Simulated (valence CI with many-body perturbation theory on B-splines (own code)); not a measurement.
# Cs IV: key properties

Level of theory: valence CI with perturbative core correlation (CI+MBPT): six valence electrons over a frozen Dirac-Fock core [Kr] 4d10, a basis of 9 s, 9 p, 8 d, 6 f, 3 g, 1 h functions for each j, with the one-electron correlation potential Σ1 (screened to all orders), the two-electron term Σ2, the three-electron term Σ3, Breit, model QED; selected single and double excitations, second order for the rest, scaled by the run's own slope (own B-spline code, finite nucleus).

Against 24 measured levels this calculation errs by 228 cm⁻¹ on average and by 482 at most. These come from a selection out of Gamrath, thesis, University of Mons (2023). Levels without a partner in it may be off by more. Among the levels kept, up to 1000 cm⁻¹ of a level comes from second order outside the variational space, and about a tenth of that is noise between levels of different J, which matters for small intervals. 1 measured level below the end of the list, from 152832 cm⁻¹ on, found no clear computed partner, and computed levels of the same name lie up to 1444 cm⁻¹ from them.

Names give the largest LS component (configuration and term), which can be under half, so a name can repeat, a term be missing and a line seem to break the LS rules; names also repeat where a configuration has a term twice.

Rates and lifetimes use the calculated energies. Strong lines usually hold to 10 to 20 %, long lifetimes can be off by a factor of two.

Problem. What is the ground level?

Solution. 5s2 5p4 3P_2, composition 82 % 5s2 5p4 3P + 13 % 5s2 5p4 1D, g = 1.433.

Problem. How is the term 3P of the ground level split?

Solution. J = 2 at 0.0, J = 0 at 9803, J = 1 at 12845 cm⁻¹.

Problem. What is the ionisation energy?

Solution. 44.314 eV; NIST lists 43 ± 1.7 eV (theoretical).

Problem. How well does LS coupling describe the low levels?

Solution. Among the lowest 20 levels the leading LS term, summed over configurations, holds 81 % on average. For single configurations the figures are 72 % in LS and 61 % in jj coupling. Terms mix most in the J = 2 level at 141882 cm⁻¹, where the leading one holds 45 %.

Problem. What are the static dipole polarisabilities of the lowest levels?

Solution. 5s2 5p4 3P_2 8.69 (tensor 0.076); 5s2 5p4 3P_0 8.79; 5s2 5p4 3P_1 8.93 (tensor -0.029); 5s2 5p4 1D_2 8.95 (tensor -0.12) bohr³, of which the core gives 0.689.
